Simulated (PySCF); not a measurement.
C2H7BS2.
Z-matrix (Å and degrees, PBE0-D3(BJ)/def2-SVP geometry), rows numbered from 1:
```
C 
S   1  1.8147
B   2  1.7797  1  104.24
S   3  1.7854  2  122.26  1    -0.46
C   4  1.8171  3  102.97  2   178.79
H   1  1.0975  2  107.45  3  -176.20
H   1  1.0991  2  110.74  3    64.50
H   1  1.0991  2  110.70  3   -56.87
H   3  1.2057  2  116.47  1   179.76
H   5  1.0979  4  107.26  3   172.96
H   5  1.0978  4  110.69  3   -68.17
H   5  1.0974  4  110.80  3    53.95
```

Linear response at CAM-B3LYP/def2-SVPD (PySCF, frozen core in the response, non-relativistic). One conformer (not necessarily the lowest) at the PBE0-D3(BJ)/def2-SVP geometry, without solvent, vibrations or thermal averaging.

Static isotropic polarisability: 83.59 au (12.39 Å³), principal values 61.4, 79.0, 110.4 au.

What is the polarisability at 1064 nm and at the sodium D line?

84.56 au at 1064 nm (+1.2 %), 86.90 au at 589.3 nm (+4.0 %). The rise at 589.3 nm is 3.44 times that at 1064 nm; a pure ω² law gives 3.26. The lowest singlet lies at 225 nm, shorter than both wavelengths.

What is the isotropic C6 coefficient between two such molecules, C6 = (3/π)∫α(iω)² dω?

2524 au (Eh·bohr⁶) by a ten-point quadrature over imaginary frequencies, which is 1510 eV·Å⁶ or 146 J·nm⁶/mol.

Which effective excitation energy ω̄ makes London's formula C6 = (3/4)α²ω̄ exact here?

ω̄ = 4·C6/(3α²) = 0.482 Eh = 13.1 eV. A one-pole form α(ω) = α/(1 − ω²/ω̄²) fitted to the 1064 nm value gives 10.9 eV. London's choice of the ionisation energy (8.93 eV, ΔSCF at the same level) gives C6 = 1720 au, 32 % too low.

How anisotropic is the static polarisability, by Δα² = ½[(α1 − α2)² + (α2 − α3)² + (α3 − α1)²]?

Δα = 43.0 au, or 0.51 of the isotropic value.

The lowest 10 singlets have (eV, f): 5.51, 0.247; 6.14, 0.001; 6.30, 0.006; 6.46, 0.000; 6.74, 0.002; 6.80, 0.033; 6.90, 0.001; 7.26, 0.055; 7.51, 0.001; 7.53, 0.043. What share of the static polarisability do they carry in the sum over states α = Σ f/ω²?

8.10 au, 9.7 % of α; the largest term, 6.03 au, is that of the state at 5.51 eV. Their oscillator strengths add up to 0.39. Higher states carry the rest.

How many electrons N does the Slater–Kirkwood formula C6 = (3/4)·√N·α^(3/2) need to give this C6?

N = (4·C6/3)²/α³ = 19.4; the species has 56 electrons in all.
